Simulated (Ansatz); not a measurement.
Stepwise reaction of `[NH]=[Ta]([OH])([F])[F]` with ammonia, as a gas-phase model of exchange steps in deposition or etching. ΔE in kJ/mol; ΔG adds harmonic PBE0-D4 terms to CCSD(T)/CBS, at 1 bar.

Calculated with Ansatz (gas phase, PBE0-D4/def2-TZVP geometries, no zero-point term in ΔE). CCSD(T)/CBS adds triple-zeta CCSD(T) − MP2 to the extrapolated MP2 energy (def2 sets, frozen cores). This one scheme is used for every species. Functionals use def2-TZVPP. B3LYP here is the variant with VWN-RPA as its local correlation; programs differ in this. Elements past krypton have def2 core potentials. For Ta outer-core shells are correlated without core-valence functions, which leaves a few kJ/mol of doubt a bond. One conformer a species, not always the lowest.

```csv
step,reaction,PBE-D4,B3LYP-D4,ωB97M-V,CCSD(T)/CBS,ΔG(500 K)
2,`[NH]=[Ta]([NH2])([OH])[F]` + NH₃ → `[NH]=[Ta]([NH2])([NH2])[OH]` + H–F,99.5,100.6,100.5,88.2,82.3
```

Q: Give the row of step 1, `[NH]=[Ta]([OH])([F])[F]` + NH₃ → `[NH]=[Ta]([NH2])([OH])[F]` + H–F. (An estimate is asked.)

A: Ansatz gave: 
| step | reaction | PBE-D4 | B3LYP-D4 | ωB97M-V | CCSD(T)/CBS | ΔG(500 K) |
| --- | --- | --- | --- | --- | --- | --- |
| 1 | `[NH]=[Ta]([OH])([F])[F]` + NH₃ → `[NH]=[Ta]([NH2])([OH])[F]` + H–F | 83.4 | 84.1 | 84.6 | 72.4 | 70.8 |

Q: By hand: ΔE of the 2 steps together at CCSD(T)/CBS.

A: (72.4) + (88.2) = 160.6 kJ/mol, or 80.3 kJ/mol a step.

In ΔE each step is higher than the one before. All are uphill at CCSD(T)/CBS. ΔG lies between 70.8 and 82.3 kJ/mol a step. PBE-D4 differs from CCSD(T)/CBS by 11.0 to 11.3 kJ/mol a step. Isolated molecules leave out the surface, adducts and barriers. Largest T1 diagnostic: 0.019.
